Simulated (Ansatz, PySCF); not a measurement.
Energy difference 2 R1 + R2 → P1 + P2, each structure at its B3LYP-D3(BJ)/def2-TZVP stationary point, reached from a drawn start (curvature not checked).
R1, H2 (SMILES [H][H]) (charge 0, multiplicity 1):
```xyz
2

H      0.000     0.000     0.372
H      0.000     0.000    -0.372
```
P1: H2O (SMILES O), charge 0, multiplicity 1.
P2: SiH4 (SMILES [SiH4]), charge 0, multiplicity 1.
R2: H2OSi (SMILES O=[SiH2]), charge 0, multiplicity 1.

P less R. No zero-point or thermal terms.

Correlated levels freeze the cores. CBS(a, b) extrapolates the correlation energy as X⁻³ and adds the Hartree–Fock energy of set b.

The values were computed with Ansatz (Gaussian basis) for Hartree–Fock, density functionals and correlated methods; PySCF for the D3/D4 terms. Each number belongs to the level named beside it.

PBE/def2-TZVPP gives -32.63 kcal/mol for the reaction energy.

### Question
Where do these levels fall relative to PBE: PBE-D3(BJ)/def2-TZVPP, r2SCAN/def2-TZVPP, B3LYP/def2-TZVPP, wB97M-V/def2-TZVPP, B2PLYP/def2-TZVPP, MP2/CBS(cc-pV(T+d)Z, cc-pV(Q+d)Z), CCSD(T)/CBS(cc-pV(T+d)Z, cc-pV(Q+d)Z).

### Answer
PBE-D3(BJ)/def2-TZVPP -0.17; r2SCAN/def2-TZVPP -0.81; B3LYP/def2-TZVPP 0.01; wB97M-V/def2-TZVPP -2.47; B2PLYP/def2-TZVPP 0.97; MP2/CBS(cc-pV(T+d)Z, cc-pV(Q+d)Z) 2.07; CCSD(T)/CBS(cc-pV(T+d)Z, cc-pV(Q+d)Z) -1.47 kcal/mol. 3 of 7 lie above PBE; the widest gap is to wB97M-V/def2-TZVPP.

Ansatz is a program for electronic structure.
